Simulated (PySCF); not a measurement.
First hyperpolarisability: SMILES [C-]#[N+]c1ccco1, C$_{5}$H$_{3}$NO

Molfile (atoms numbered from 1):
```
C5H3NO
     RDKit          3D

 10 10  0  0  0  0  0  0  0  0999 V2000
    3.2944   -0.5735    0.0451 C   0  0  0  0  0  0  0  0  0  0  0  0
    2.1373   -0.3484    0.0331 N   0  0  0  0  0  0  0  0  0  0  0  0
    0.8148   -0.0665    0.0145 C   0  0  0  0  0  0  0  0  0  0  0  0
    0.1330    1.1023   -0.1884 C   0  0  0  0  0  0  0  0  0  0  0  0
   -1.2466    0.7554   -0.0875 C   0  0  0  0  0  0  0  0  0  0  0  0
   -1.2831   -0.5846    0.1664 C   0  0  0  0  0  0  0  0  0  0  0  0
   -0.0356   -1.0897    0.2296 O   0  0  0  0  0  0  0  0  0  0  0  0
    0.5745    2.0757   -0.3835 H   0  0  0  0  0  0  0  0  0  0  0  0
   -2.1018    1.4191   -0.1907 H   0  0  0  0  0  0  0  0  0  0  0  0
   -2.0922   -1.2930    0.3208 H   0  0  0  0  0  0  0  0  0  0  0  0
  1  2  3  0
  2  3  1  0
  3  4  2  0
  4  5  1  0
  5  6  2  0
  6  7  1  0
  7  3  1  0
  4  8  1  0
  5  9  1  0
  6 10  1  0
M  CHG  2   1  -1   2   1
M  END
```

Theory: quadratic response CAM-B3LYP/def2-TZVPD first hyperpolarisability, Taylor convention, gas phase (PySCF). Geometry: PBE0-D3(BJ)/def2-SVP.

Question: What is the first hyperpolarisability, and how does it disperse?

Answer: In au, Taylor convention; the vector part is βᵢ = ⅓ Σⱼ (βᵢⱼⱼ + βⱼᵢⱼ + βⱼⱼᵢ); β∥ is 3/5 of the vector part along the dipole, the dipole points from − to +:
| process | λ (nm) | β vector norm | β∥ | β HRS | depolarisation ratio |
| --- | --- | --- | --- | --- | --- |
| static β(0;0,0) | ∞ | 329.4 | 193.5 | 158.2 | 3.42 |
| second harmonic β(−2ω;ω,ω) | 1907 | 355.0 | 208.7 | 170.0 | 3.44 |
| Pockels β(−ω;ω,0) | 1907 | 337.6 | 198.4 | – | – |
| second harmonic β(−2ω;ω,ω) | 1064 | 424.8 | 250.3 | 202.0 | 3.51 |
| Pockels β(−ω;ω,0) | 1064 | 356.9 | 209.9 | – | – |

Question: Which lowest excitations, dipole and polarisabilities go with it?

Answer: S1 5.43 eV (f = 0.371); S2 5.90 eV (f = 0.000); S3 6.34 eV (f = 0.006); dipole 3.98 D; isotropic α 68.7 au static, 69.0 au at 1907 nm, 69.7 au at 1064 nm, 69.9 au at 953.5 nm, 73.0 au at 532 nm.
